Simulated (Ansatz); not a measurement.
`N[SiH2][CH2][GaH2]` + CH₃NH₂ → `C[NH][GaH2]` + `C[SiH2]N` at 298.15 K and 1 bar (ligand exchange at a Ga–C bond).

Computed with Ansatz on PBE0-D4/def2-TZVP structures; ΔE is electronic, products minus reactants. CBS: MP2 limit from def2 TZ/QZ plus the TZ coupled-cluster correction, frozen cores. For Ga outer-core shells are correlated without core-valence functions, which leaves a few kJ/mol of doubt a bond. Scalar relativity is left out up to krypton. Each species was taken in one conformer, which may not be the lowest.

```tsv
species	CCSD(T)/CBS energy (Eh)	H − E (kJ/mol)	S (J/(mol·K))
`N[SiH2][CH2][GaH2]`	-2310.60918	241.2	376.0
CH₃NH₂	-95.75281	180.0	240.4
`C[NH][GaH2]`	-2020.30020	194.0	303.2
`C[SiH2]N`	-386.08232	225.7	304.4
```

H − E and S are ideal-gas, rigid-rotor, harmonic terms from PBE0-D4/def2-TZVP, for one conformer and one mirror image of each species. 1 Eh = 2625.50 kJ/mol, R = 8.31446 J/(mol·K).

Q: By hand: ΔE, ΔH, ΔS and ΔG.

A: ΔE = (-2020.30020) + (-386.08232) − (-2310.60918) − (-95.75281) = -0.02053 Eh = -53.9 kJ/mol. Δ(H − E) = 194.0 + 225.7 − 241.2 − 180.0 = -1.5, so ΔH = -55.4 kJ/mol. ΔS = 303.2 + 304.4 − 376.0 − 240.4 = -8.8 J/(mol·K). ΔG = -55.4 − 298.15 × (-8.8)/1000 = -52.8 kJ/mol.

Q: By hand: the equilibrium constant, and the temperature at which ΔG would vanish if ΔH and ΔS stayed fixed.

A: log₁₀ K = −ΔG/(RT ln 10) = 9.3. ΔG = 0 at ΔH/ΔS = 6295 K, far beyond where these terms or the molecules hold.

The number of gas molecules stays the same, so ΔS is small and ΔH decides. A doubt of 5 kJ/mol in ΔE shifts log₁₀ K by 0.9 here. Other conformers and mirror images would add mixing entropy, several J/(mol·K) or more a flexible species. Modes under 60 cm⁻¹, often nearly free rotors, make the harmonic entropy too high. These are equilibria of isolated gas molecules and say nothing of rates. Largest T1 diagnostic: 0.015 (customary marks: 0.02 for closed shells, 0.045 for open ones).
